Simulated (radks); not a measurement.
Coulomb parameter of the 4f shell of the ytterbium ion Yb2+ in the model configuration [Xe] 4f12.5 6s1.5, as a second difference U = [E(n + 0.5) + E(n - 0.5) - 2 E(n)] / (0.5)^2 with all orbitals relaxed. "Bare": the charge of the atom changes with n. "Screened": the 6s shell takes up the change at fixed total charge, which measures U(4f,4f) + U(6s,6s) - 2 U(4f,6s). All-electron calculation, scalar-relativistic Kohn-Sham, PBE, spin-unpolarised, spherical densities, finite nucleus; Fermi nuclear charge, rms radius 5.3108 fm. Program: a radial shooting solver on a logarithmic mesh with Libxc functionals.

case               configuration  E - E(n) (eV)
start          [Xe] 4f12.5 6s1.5          0.000
bare +0.5        [Xe] 4f13 6s1.5        -13.599
bare -0.5        [Xe] 4f12 6s1.5         18.486
screened +0.5      [Xe] 4f13 6s1         -5.737
screened -0.5      [Xe] 4f12 6s2          7.877

U(bare) = 19.550 eV, U(screened by 6s) = 8.562 eV, against the Slater integral F0(4f,4f) = 35.399 eV with frozen orbitals.
